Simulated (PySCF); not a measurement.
## Dipole moment and polarisability of `CC/C(C#N)=C/C#N`

Species: C6H6N2.
Geometry (GFN2-xTB, Å), atoms numbered from 1 in this order:
```
atom  x, y, z in Å
C1    -1.8482    0.1538    0.6064
C2    -0.9810   -0.0856   -0.6320
C3     0.4697    0.0894   -0.2973
C4     0.8732    1.4111    0.0109
N5     1.1599    2.4948    0.2484
C6     1.3533   -0.9223   -0.2510
C7     2.7062   -0.7485    0.0919
N8     3.8124   -0.6338    0.3710
H9    -1.6973    1.1603    0.9907
H10   -1.5961   -0.5569    1.3908
H11   -2.8983    0.0326    0.3540
H12   -1.1488   -1.0937   -1.0166
H13   -1.2572    0.6343   -1.4074
H14    1.0513   -1.9360   -0.4819
```

Level: wB97X-D/def2-SVPD (PySCF), static field, nuclei fixed, core orbitals frozen in the response. The polarisability tensor in these axes (au):

```
x   102.16  -9.50   4.31
y    -9.50  84.55   3.18
z     4.31   3.18  57.02
```

Q: What are the eigenvalues, a third of the trace, and Δα (Δα² = ½Σ(αi − αj)² over the three pairs)?

A: Principal values 56.00, 81.28 and 106.45 au; mean 81.24 au = 12.04 Å³ = 13.40 × 10⁻⁴⁰ C²·m²/J; Δα = 43.70 au (54 % of the mean).

Q: What is the dipole moment, and where does it point?

A: (-5.24, -3.27, -1.48) D, 6.35 D in size, pointing from the negative to the positive side. Measured along this direction, the outermost atoms are N8 at the negative end and H11 at the positive end.

Q: What are the principal values of the traceless quadrupole moment, Θ = ½Σq(3rr − r²1), about the centre of nuclear charge?

A: -7.11, -0.28, 7.39 D·Å. The values depend on the origin, since the dipole doesn't vanish. The electronic extent ⟨r²⟩ about the same centre is 1074 bohr², a root-mean-square distance of 2.32 Å for the 56 electrons.

Q: Orientational against electronic polarisability at 350 K (dilute gas, rigid molecules)?

A: In Gaussian units μ²/3kT = 278.08 Å³ against 12.04 Å³, a ratio of 23.10; the Debye molar polarisation (4π/3)N_A(α + μ²/3kT) is 731.8 cm³/mol, leaving out the vibrational part.

Q: Directions of the eigenvectors, and the extent of the frame along each?

A: Largest value along (0.92, -0.39, 0.06), where the nuclei span 6.43 Å; middle along (0.37, 0.91, 0.19), 4.36 Å; least along (-0.12, -0.15, 0.98), 2.97 Å. The response follows the extents in order.

Geometry: GFN2-xTB, one conformer, isolated molecule.
